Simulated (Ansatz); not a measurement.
A first, cheap relaxation of `CCOC(=O)CCCCl`.

```yaml
crystal:
  periodic: [false, false, false]
  atoms:
    - {symbol: C, position_ang: [-2.111790, -1.887090, -1.580970]}
    - {symbol: C, position_ang: [-0.832220, -1.880350, -0.758110]}
    - {symbol: O, position_ang: [-0.734960, -0.696220, 0.039030]}
    - {symbol: C, position_ang: [-0.190240, 0.383900, -0.527330]}
    - {symbol: O, position_ang: [0.243270, 0.416910, -1.647660]}
    - {symbol: C, position_ang: [-0.161640, 1.544720, 0.445160]}
    - {symbol: C, position_ang: [1.282110, 1.857220, 0.855620]}
    - {symbol: C, position_ang: [1.895910, 0.688740, 1.610210]}
    - {symbol: Cl, position_ang: [3.519080, 1.121450, 2.209900]}
    - {symbol: H, position_ang: [-2.106080, -1.056130, -2.282230]}
    - {symbol: H, position_ang: [-2.181690, -2.816810, -2.138070]}
    - {symbol: H, position_ang: [-2.978250, -1.795380, -0.930540]}
    - {symbol: H, position_ang: [-0.817350, -2.706490, -0.044410]}
    - {symbol: H, position_ang: [0.041640, -1.935920, -1.415270]}
    - {symbol: H, position_ang: [-0.764730, 1.294420, 1.317360]}
    - {symbol: H, position_ang: [-0.584010, 2.416750, -0.055420]}
    - {symbol: H, position_ang: [1.290990, 2.744200, 1.491160]}
    - {symbol: H, position_ang: [1.872100, 2.067890, -0.037860]}
    - {symbol: H, position_ang: [2.019650, -0.182350, 0.968110]}
    - {symbol: H, position_ang: [1.298240, 0.420530, 2.481330]}
basis:
  gaussian: {orbitals: def2-SVP}
hamiltonian: {xc: pbe, dispersion: d4}
relax: {f_tol: 0.03, max_steps: 200}
```

```sh
$ ansatz run in.yaml --threads 4 --pin off --events-out ev --progress --plain --max-ram 66560MiB --backend cuda --devices 0, --max-vram 37GiB
```

Shortened log:

```
Functional definition: PBE
mean field -22989.03567014 eV, -844.8314783495 hartree, gradient 3.5e-5 eV, S^2 0.000000; 0 other end points of the search recorded, 0 dependent functions left out
relax step   1: F+E_penalty+E_count = -22989.50342810 eV  Δ(F+E_penalty+E_count) = +0.000e0 eV  max|allowed force component| = 1.342e0 eV/Å  Δτ_max = 0.0000 Å  (32 SCF iters, accepted)
mean field -22989.13682581 eV, -844.8351957518 hartree, gradient 1.5e-5 eV, S^2 0.000000; 0 other end points of the search recorded, 0 dependent functions left out
relax step   2: F+E_penalty+E_count = -22989.59941215 eV  Δ(F+E_penalty+E_count) = -9.598e-2 eV  max|allowed force component| = 3.183e-1 eV/Å  Δτ_max = 0.0569 Å  (33 SCF iters, accepted)
mean field -22989.14815409 eV, -844.8356120584 hartree, gradient 1.2e-5 eV, S^2 0.000000; 0 other end points of the search recorded, 0 dependent functions left out
relax step   3: F+E_penalty+E_count = -22989.60955046 eV  Δ(F+E_penalty+E_count) = -1.014e-2 eV  max|allowed force component| = 2.592e-1 eV/Å  Δτ_max = 0.0411 Å  (33 SCF iters, accepted)
mean field -22989.15107796 eV, -844.8357195088 hartree, gradient 1.4e-5 eV, S^2 0.000000; 0 other end points of the search recorded, 0 dependent functions left out
relax step   4: F+E_penalty+E_count = -22989.61244600 eV  Δ(F+E_penalty+E_count) = -2.896e-3 eV  max|allowed force component| = 9.337e-2 eV/Å  Δτ_max = 0.0190 Å  (33 SCF iters, accepted)
mean field -22989.15169342 eV, -844.8357421264 hartree, gradient 1.5e-5 eV, S^2 0.000000; 0 other end points of the search recorded, 0 dependent functions left out
relax step   5: F+E_penalty+E_count = -22989.61293950 eV  Δ(F+E_penalty+E_count) = -4.935e-4 eV  max|allowed force component| = 7.600e-2 eV/Å  Δτ_max = 0.0338 Å  (33 SCF iters, accepted)
mean field -22989.15255457 eV, -844.8357737733 hartree, gradient 1.6e-5 eV, S^2 0.000000; 0 other end points of the search recorded, 0 dependent functions left out
relax step   6: F+E_penalty+E_count = -22989.61368735 eV  Δ(F+E_penalty+E_count) = -7.478e-4 eV  max|allowed force component| = 2.622e-2 eV/Å  Δτ_max = 0.0197 Å  (33 SCF iters, accepted)
mean field -22989.15350602 eV, -844.8358087384 hartree, gradient 1.6e-5 eV, S^2 0.000000; 0 other end points of the search recorded, 0 dependent functions left out
relax step   7: F+E_penalty+E_count = -22989.61442658 eV  Δ(F+E_penalty+E_count) = -7.392e-4 eV  max|allowed force component| = 6.101e-2 eV/Å  Δτ_max = 0.0417 Å  (32 SCF iters, accepted)
mean field -22989.15497681 eV, -844.8358627887 hartree, gradient 1.2e-5 eV, S^2 0.000000; 0 other end points of the search recorded, 0 dependent functions left out
relax step   8: F+E_penalty+E_count = -22989.61535149 eV  Δ(F+E_penalty+E_count) = -9.249e-4 eV  max|allowed force component| = 9.415e-2 eV/Å  Δτ_max = 0.0750 Å  (32 SCF iters, accepted)
mean field -22989.15656599 eV, -844.8359211902 hartree, gradient 1.0e-5 eV, S^2 0.000000; 0 other end points of the search recorded, 0 dependent functions left out
relax step   9: F+E_penalty+E_count = -22989.61627304 eV  Δ(F+E_penalty+E_count) = -9.216e-4 eV  max|allowed force component| = 1.189e-1 eV/Å  Δτ_max = 0.0736 Å  (32 SCF iters, accepted)
mean field -22989.15864649 eV, -844.8359976472 hartree, gradient 1.1e-5 eV, S^2 0.000000; 0 other end points of the search recorded, 0 dependent functions left out
relax step  10: F+E_penalty+E_count = -22989.61780260 eV  Δ(F+E_penalty+E_count) = -1.530e-3 eV  max|allowed force component| = 1.504e-1 eV/Å  Δτ_max = 0.0595 Å  (32 SCF iters, accepted)
mean field -22989.15932929 eV, -844.8360227397 hartree, gradient 9.1e-6 eV, S^2 0.000000; 0 other end points of the search recorded, 0 dependent functions left out
relax step  11: F+E_penalty+E_count = -22989.61660901 eV  Δ(F+E_penalty+E_count) = +1.194e-3 eV  max|allowed force component| = 5.160e-1 eV/Å  Δτ_max = 0.1702 Å  (32 SCF iters, rejected (line search))
mean field -22989.16274535 eV, -844.8361482774 hartree, gradient 1.6e-5 eV, S^2 0.000000; 0 other end points of the search recorded, 0 dependent functions left out
relax step  12: F+E_penalty+E_count = -22989.62133951 eV  Δ(F+E_penalty+E_count) = -3.537e-3 eV  max|allowed force component| = 1.060e-1 eV/Å  Δτ_max = 0.0830 Å  (32 SCF iters, accepted)
mean field -22989.16511296 eV, -844.8362352853 hartree, gradient 1.4e-5 eV, S^2 0.000000; 0 other end points of the search recorded, 0 dependent functions left out
relax step  13: F+E_penalty+E_count = -22989.62282360 eV  Δ(F+E_penalty+E_count) = -1.484e-3 eV  max|allowed force component| = 2.702e-1 eV/Å  Δτ_max = 0.0987 Å  (32 SCF iters, accepted)
mean field -22989.16957277 eV, -844.8363991803 hartree, gradient 2.1e-5 eV, S^2 0.000000; 0 other end points of the search recorded, 0 dependent functions left out
relax step  14: F+E_penalty+E_count = -22989.62620789 eV  Δ(F+E_penalty+E_count) = -3.384e-3 eV  max|allowed force component| = 5.003e-1 eV/Å  Δτ_max = 0.1313 Å  (30 SCF iters, accepted)
mean field -22989.17292352 eV, -844.8365223181 hartree, gradient 1.5e-5 eV, S^2 0.000000; 0 other end points of the search recorded, 0 dependent functions left out
relax step  15: F+E_penalty+E_count = -22989.62988712 eV  Δ(F+E_penalty+E_count) = -3.679e-3 eV  max|allowed force component| = 2.647e-1 eV/Å  Δτ_max = 0.0095 Å  (34 SCF iters, accepted)
mean field -22989.17671913 eV, -844.8366618046 hartree, gradient 2.0e-5 eV, S^2 0.000000; 0 other end points of the search recorded, 0 dependent functions left out
relax step  16: F+E_penalty+E_count = -22989.63265348 eV  Δ(F+E_penalty+E_count) = -2.766e-3 eV  max|allowed force component| = 4.263e-1 eV/Å  Δτ_max = 0.1764 Å  (32 SCF iters, accepted)
mean field -22989.18328384 eV, -844.8369030528 hartree, gradient 1.2e-5 eV, S^2 0.000000; 0 other end points of the search recorded, 0 dependent functions left out
relax step  17: F+E_penalty+E_count = -22989.63926614 eV  Δ(F+E_penalty+E_count) = -6.613e-3 eV  max|allowed force component| = 1.973e-1 eV/Å  Δτ_max = 0.0385 Å  (33 SCF iters, accepted)
mean field -22989.18884191 eV, -844.8371073083 hartree, gradient 1.3e-5 eV, S^2 0.000000; 0 other end points of the search recorded, 0 dependent functions left out
relax step  18: F+E_penalty+E_count = -22989.64312919 eV  Δ(F+E_penalty+E_count) = -3.863e-3 eV  max|allowed force component| = 2.857e-1 eV/Å  Δτ_max = 0.1879 Å  (30 SCF iters, accepted)
mean field -22989.19349793 eV, -844.8372784138 hartree, gradient 1.7e-5 eV, S^2 0.000000; 0 other end points of the search recorded, 0 dependent functions left out
relax step  19: F+E_penalty+E_count = -22989.64862209 eV  Δ(F+E_penalty+E_count) = -5.493e-3 eV  max|allowed force component| = 1.085e-1 eV/Å  Δτ_max = 0.0217 Å  (34 SCF iters, accepted)
mean field -22989.19596998 eV, -844.8373692599 hartree, gradient 1.1e-5 eV, S^2 0.000000; 0 other end points of the search recorded, 0 dependent functions left out
relax step  20: F+E_penalty+E_count = -22989.65161331 eV  Δ(F+E_penalty+E_count) = -2.991e-3 eV  max|allowed force component| = 1.619e-1 eV/Å  Δτ_max = 0.0858 Å  (32 SCF iters, accepted)
mean field -22989.20019240 eV, -844.8375244312 hartree, gradient 1.5e-5 eV, S^2 0.000000; 0 other end points of the search recorded, 0 dependent functions left out
relax step  21: F+E_penalty+E_count = -22989.65566754 eV  Δ(F+E_penalty+E_count) = -4.054e-3 eV  max|allowed force component| = 9.176e-2 eV/Å  Δτ_max = 0.1008 Å  (32 SCF iters, accepted)
mean field -22989.20190699 eV, -844.8375874410 hartree, gradient 1.3e-5 eV, S^2 0.000000; 0 other end points of the search recorded, 0 dependent functions left out
relax step  22: F+E_penalty+E_count = -22989.65757193 eV  Δ(F+E_penalty+E_count) = -1.904e-3 eV  max|allowed force component| = 1.135e-1 eV/Å  Δτ_max = 0.0887 Å  (32 SCF iters, accepted)
mean field -22989.20341999 eV, -844.8376430430 hartree, gradient 1.0e-5 eV, S^2 0.000000; 0 other end points of the search recorded, 0 dependent functions left out
relax step  23: F+E_penalty+E_count = -22989.65931293 eV  Δ(F+E_penalty+E_count) = -1.741e-3 eV  max|allowed force component| = 7.762e-2 eV/Å  Δτ_max = 0.0320 Å  (32 SCF iters, accepted)
mean field -22989.20497996 eV, -844.8377003708 hartree, gradient 1.3e-5 eV, S^2 0.000000; 0 other end points of the search recorded, 0 dependent functions left out
relax step  24: F+E_penalty+E_count = -22989.66117262 eV  Δ(F+E_penalty+E_count) = -1.860e-3 eV  max|allowed force component| = 3.280e-2 eV/Å  Δτ_max = 0.0634 Å  (32 SCF iters, accepted)
mean field -22989.20580222 eV, -844.8377305884 hartree, gradient 1.2e-5 eV, S^2 0.000000; 0 other end points of the search recorded, 0 dependent functions left out
relax step  25: F+E_penalty+E_count = -22989.66206745 eV  Δ(F+E_penalty+E_count) = -8.948e-4 eV  max|allowed force component| = 3.951e-2 eV/Å  Δτ_max = 0.0729 Å  (31 SCF iters, accepted)
mean field -22989.20626083 eV, -844.8377474418 hartree, gradient 1.0e-5 eV, S^2 0.000000; 0 other end points of the search recorded, 0 dependent functions left out
relax step  26: F+E_penalty+E_count = -22989.66241953 eV  Δ(F+E_penalty+E_count) = -3.521e-4 eV  max|allowed force component| = 5.670e-2 eV/Å  Δτ_max = 0.0597 Å  (31 SCF iters, accepted)
mean field -22989.20633791 eV, -844.8377502744 hartree, gradient 1.1e-5 eV, S^2 0.000000; 0 other end points of the search recorded, 0 dependent functions left out
relax step  27: F+E_penalty+E_count = -22989.66260834 eV  Δ(F+E_penalty+E_count) = -1.888e-4 eV  max|allowed force component| = 5.380e-2 eV/Å  Δτ_max = 0.0237 Å  (32 SCF iters, accepted)
mean field -22989.20603107 eV, -844.8377389985 hartree, gradient 1.0e-5 eV, S^2 0.000000; 0 other end points of the search recorded, 0 dependent functions left out
relax step  28: F+E_penalty+E_count = -22989.66247607 eV  Δ(F+E_penalty+E_count) = +1.323e-4 eV  max|allowed force component| = 8.730e-2 eV/Å  Δτ_max = 0.0410 Å  (32 SCF iters, rejected (line search))
mean field -22989.20665697 eV, -844.8377619996 hartree, gradient 1.2e-5 eV, S^2 0.000000; 0 other end points of the search recorded, 0 dependent functions left out
relax step  29: F+E_penalty+E_count = -22989.66292205 eV  Δ(F+E_penalty+E_count) = -3.137e-4 eV  max|allowed force component| = 2.561e-2 eV/Å  Δτ_max = 0.0199 Å  (33 SCF iters, accepted)
mean field -22989.20665697 eV, -844.8377619996 hartree, gradient 2.2e-5 eV, S^2 0.000000; 1 other end points of the search recorded, 0 dependent functions left out
Total energy: -22989.66296640 eV, -844.8545310618 hartree
Atom 0 at    -1.965647    -1.655422    -2.078886 Å, force     0.003723    -0.004501     0.008170 eV/Å
Atom 1 at    -1.427156    -2.002789    -0.700364 Å, force    -0.004934     0.004128    -0.007617 eV/Å
Atom 2 at    -1.285405    -0.824782     0.127450 Å, force     0.025608     0.010684    -0.007860 eV/Å
Atom 3 at    -0.138193    -0.118263    -0.022296 Å, force    -0.012908    -0.005862     0.002533 eV/Å
Atom 4 at     0.759785    -0.430418    -0.784624 Å, force    -0.009123    -0.003881     0.005471 eV/Å
Atom 5 at    -0.140520     1.103454     0.879792 Å, force     0.000984     0.001521    -0.001015 eV/Å
Atom 6 at     1.164334     1.901762     0.839980 Å, force    -0.000047    -0.001168     0.002399 eV/Å
Atom 7 at     2.333967     1.143586     1.456175 Å, force     0.002039     0.002527     0.000114 eV/Å
Atom 8 at     3.833431     2.149029     1.470180 Å, force    -0.004734    -0.001742    -0.000591 eV/Å
Atom 9 at    -1.237848    -1.035305    -2.637494 Å, force    -0.000049     0.000652    -0.000835 eV/Å
Atom 10 at    -2.143605    -2.582286    -2.660862 Å, force    -0.000410     0.000374    -0.001589 eV/Å
Atom 11 at    -2.924662    -1.104846    -2.005009 Å, force    -0.001307     0.000867    -0.000362 eV/Å
Atom 12 at    -2.127003    -2.653842    -0.140787 Å, force    -0.000358    -0.000468     0.001296 eV/Å
Atom 13 at    -0.441544    -2.505669    -0.776229 Å, force     0.001129    -0.000964     0.000427 eV/Å
Atom 14 at    -0.395685     0.771842     1.909605 Å, force     0.000571    -0.001045     0.000791 eV/Å
Atom 15 at    -0.996228     1.738276     0.564726 Å, force     0.000020    -0.000979     0.001347 eV/Å
Atom 16 at     1.026854     2.858971     1.383074 Å, force    -0.000733     0.000942    -0.000707 eV/Å
Atom 17 at     1.415573     2.154113    -0.210323 Å, force     0.000392     0.000336    -0.001337 eV/Å
Atom 18 at     2.561888     0.229453     0.877039 Å, force     0.000172    -0.001608    -0.000559 eV/Å
Atom 19 at     2.127693     0.863126     2.508864 Å, force    -0.000034     0.000187    -0.000076 eV/Å
Dipole moment:    -0.687023    -0.245406     0.054183 e Å
```

Run time 47 s (4 threads of an AMD EPYC 7R13 on a shared host and a share of an NVIDIA H100 80 GB); peak host memory 0.85 GiB.
